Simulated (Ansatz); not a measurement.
`CCB(F)F` + `C#N` → `N#CB(F)F` + ethane  (formal exchange of groups at a B–C bond)

Calculated with Ansatz (gas phase, PBE0-D4/def2-TZVP geometries, no zero-point term in ΔE). CBS: MP2 limit from def2 TZ/QZ plus the TZ coupled-cluster correction, frozen cores. This one scheme is used for every species. Each species was taken in one conformer, which may not be the lowest.

```tsv
species	CCSD/def2-SVP energy (Eh)
`CCB(F)F`	-302.88939
`C#N`	-93.09353
`N#CB(F)F`	-316.47919
`CC`	-79.51321
```

Work out ΔE.

ΔE = (-316.47919) + (-79.51321) − (-302.88939) − (-93.09353) = -0.00948 Eh = -24.9 kJ/mol. CCSD(T)/CBS gives -18.6 kJ/mol.

What do rigid-rotor, harmonic-oscillator terms from PBE0-D4/def2-TZVP frequencies (298.15 K, 1 bar) make of the CCSD(T)/CBS value? (Estimate.)

Ansatz gave: ΔZPE = +3.3 kJ/mol, ΔH = -16.2 kJ/mol, ΔS = -8 J/(mol·K), ΔG = -13.7 kJ/mol. Modes under 50 cm⁻¹ make the entropy rough.

Largest T1 diagnostic among the species: 0.014.

At CCSD(T), def2-SVP lies −7.4 kJ/mol from the extrapolated value and def2-TZVPP −2.3 kJ/mol. From BLYP to BHLYP (50 % exact exchange), in def2-TZVPP and without D4, ΔE moves by +7.1 kJ/mol.
